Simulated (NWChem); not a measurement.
SiH2O, singlet; SMILES O[SiH]

Low-valent species are run as closed-shell singlets; no triplet was tried in these runs.

Problem. Give the equilibrium geometry at PBE-D3(BJ)/def2-SVP (NWChem) as a list of bonds and angles, with the point group.

Solution. point group Cs; any orientation.
Bonded distances (Å): Si1–H2 1.573, Si1–O3 1.690, O3–H4 0.976. Bond angles (°): H2–Si1–O3 97.7, Si1–O3–H4 117.0.
